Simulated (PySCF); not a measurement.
Geometry:
```csv
atom,x (Å),y (Å),z (Å)
O1,-3.636,0.591,0.410
C2,-2.658,0.739,-0.263
C3,-1.838,-0.373,-0.861
C4,-0.421,-0.262,-0.340
C5,0.076,-1.048,0.614
Si6,1.824,-0.870,1.254
C7,2.325,0.591,0.202
C8,1.487,1.133,-0.679
O9,0.218,0.763,-0.971
H10,-2.254,1.745,-0.487
H11,-2.271,-1.339,-0.605
H12,-1.824,-0.239,-1.945
H13,-0.582,-1.805,1.012
H14,1.864,-0.569,2.691
H15,2.634,-2.066,0.978
H16,3.303,1.039,0.282
H17,1.748,1.983,-1.301
```

PySCF calculation with PBE0/pcSseg-1 with gauge-including orbitals and GFN2-xTB geometry; gas phase, non-relativistic Hamiltonian, equivalent nuclei averaged, single conformer.

References, each an isolated molecule treated in the same way: $^{13}$C (186.93 ppm), $^{1}$H (31.72 ppm), $^{29}$Si (349.16 ppm) against TMS; $^{17}$O (336.08 ppm) against H2O.

```
  atoms    nucleus  count  δ (ppm)
    H10    $^{1}$H      1        ?
     C3   $^{13}$C      1     60.1
     C5   $^{13}$C      1    100.0
     C7   $^{13}$C      1        ?
    H13    $^{1}$H      1        ?
    H17    $^{1}$H      1     7.39
    H16    $^{1}$H      1     5.23
     C4   $^{13}$C      1    164.3
     C2   $^{13}$C      1    199.9
    Si6  $^{29}$Si      1        ?
H11/H12    $^{1}$H      2     3.18
     C8   $^{13}$C      1    161.3
     O1   $^{17}$O      1    700.8
H14/H15    $^{1}$H      2        ?
     O9   $^{17}$O      1    216.0
```

Question: Complete the table.

Answer: 
- C7: 98.8 ppm, β carbon of an enol-ether or enamine type C=C; the O or N lone pair pushes π density onto this β carbon and shields it
- H10: 9.83 ppm, hydrogen on an aldehyde carbonyl carbon; the C=O anisotropy and electron withdrawal place aldehyde protons far downfield
- H13: 5.21 ppm, hydrogen on a β carbon of an enol-ether or enamine type C=C; a vinylic proton, deshielded by the sp2 carbon and the C=C anisotropy
- H14/H15: 4.93 ppm, hydrogen on a silicon bonded to 2 C, in a 6-membered ring
- Si6: -81.9 ppm, silicon bonded to 2 C, 2 H, in a 6-membered ring

Shifts are as computed. Against solution values, carbons near 30 ppm lie about +3 ppm off and those near 130 ppm about +5 ppm. Of 1211 compounds with measured shifts, 218 miss one by over three times the rms of a fit or turn the order of signals round; such compounds aren't used in these exercises. Unscaled 17O shifts of doubly bonded oxygen tend to come out too high, by tens of ppm or more. Experimental scales use liquid or dissolved standards, which lie at an offset from isolated H2O (liquid H2O: subtract about 36 ppm).
